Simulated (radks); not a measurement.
Results of a calculation; reference values are marked as such.
Excited configurations of the indium ion In3+: one electron is placed in a higher orbital outside [Kr] 4d9. The ground configuration is [Kr] 4d10. Level of theory: scalar-relativistic Kohn-Sham, PBE, spin-polarised, spherical densities, finite nucleus; open shells are filled with parallel spins first (spin-orbit coupling, left out, can overturn this in heavy ions); Fermi nuclear charge, rms radius 4.6156 fm (a radial shooting solver on a logarithmic mesh with Libxc functionals). Excitation = E - E(ground); binding = E(ion) - E, where the ion is the core of charge +4; n* = 4/sqrt(2 binding) in atomic units, and the quantum defect is n - n*.

outer orbital  excitation (eV)  binding (eV)  quantum defect  <r> (bohr)
4f                      40.951        15.223           0.219       3.638
5p                      24.497        31.677           2.379       2.509
5d                      35.814        20.360           1.730       3.441
6s                      36.491        19.683           2.674       4.310
6d                      43.989        12.186           1.773       6.236
6f                      48.870         7.304           0.541       9.842
7p                      45.847        10.327           2.409       7.936
7d                      48.075         8.099           1.815       9.717
7f                      50.815         5.360           0.627       14.10

The Delta-SCF ionisation energy is 56.174 eV (NIST Atomic Spectra Database: 55.45 eV, measured). Self-interaction in the functional shifts the binding energies and quantum defects, so they are the method's values and not measured ones. Open shells are spherical and high-spin; term and fine-structure splittings are not resolved. Spin-orbit splitting is averaged out at the scalar-relativistic level.
